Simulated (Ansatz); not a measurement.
B₂FGaH₄ (`[BH2][Ga]([BH2])[F]`). Total charge 0; spin multiplicity 1.

```xyz
8

B     1.376   -1.005    0.994
Ga   -0.099    0.303    0.312
B    -1.245    0.607   -1.405
F    -0.497    1.512    1.559
H     2.541   -0.783    0.826
H     1.102   -2.022    1.563
H    -0.870    1.313   -2.295
H    -2.307    0.076   -1.555
```

**Question.** What are the harmonic wavenumbers in cm⁻¹ at PBE0-D4/def2-TZVP (Ansatz, finite differences of forces, unscaled)? (An estimate is asked.)

**Answer.** Computed: 106, 138, 141, 184, 199, 490, 494, 549, 596, 635, 835, 871, 1144, 1154, 2577, 2582, 2665, 2666.

**Question.** Is this a minimum?

**Answer.** Yes, all 18 modes are real.

**Question.** Give the ideal-gas thermochemistry at 298.15 K and 1 bar (rigid rotor, harmonic oscillator; point group C2v, symmetry number 2).

**Answer.** Zero-point energy 107.8 kJ/mol; H(298) − E = 129.1 kJ/mol; entropy 339.6 J/(mol·K), of which translation 168.0, rotation 102.2, vibration 69.4; G(298) − E = 27.8 kJ/mol.

**Question.** And at 400, 500, 600, 800 and 1000 K?

**Answer.** 
```tsv
T (K)	H − E (kJ/mol)	S (J/mol/K)	G − E (kJ/mol)
400	140.3	371.9	-8.4
500	152.5	399.1	-47.0
600	165.5	422.8	-88.2
800	193.5	462.9	-176.9
1000	223.4	496.3	-272.9
```
